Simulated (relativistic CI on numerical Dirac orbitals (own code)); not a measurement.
Computed by Dirac-Coulomb-Breit CI, separate exchange-only KLI orbitals for each configuration, model QED (radiative potential, 1s self-energy scaled to tabulated hydrogen-like ionisation energies), unscaled Slater integrals (own radial code, finite nucleus).

The strongest absorption lines from the ground level of an ion, among the configurations computed and to levels below about 10400 eV (vacuum wavelength in Å, gf): 1.3731 (0.36), 1.3968 (0.65), 1.3982 (1.1), 1.3992 (2), 1.4078 (0.48), 1.4206 (0.74), 1.5571 (2.2), 9.2683 (0.48).

Problem. Which ion is it?
A. Er63+
B. Er61+
C. Ta66+
D. Pt71+

Solution. B. Er61+ has 7 electrons and the ground level 2s2 2p3 2P°_3/2; the strongest line goes to 2s2 2p2 3d 2D_5/2. The pattern of lines fixes the number of electrons, and along that sequence the line energies rise steadily with the charge (about as its square where n changes within one kind of shell, about linearly where n is kept but much faster in heavy ions where fine structure, which grows about as Z⁴, sets the gap, and irregularly where shells cross), which fixes Z. Configurations outside the model, such as inner-shell arrays, can give stronger lines. At this charge energies of transitions that change n are usually good to better than 1 %, and those within a shell (Δn = 0) to a few per cent.

LS names give the leading component of a level, which can be under half, so a name can repeat, a term be missing and a line seem to break the LS rules.
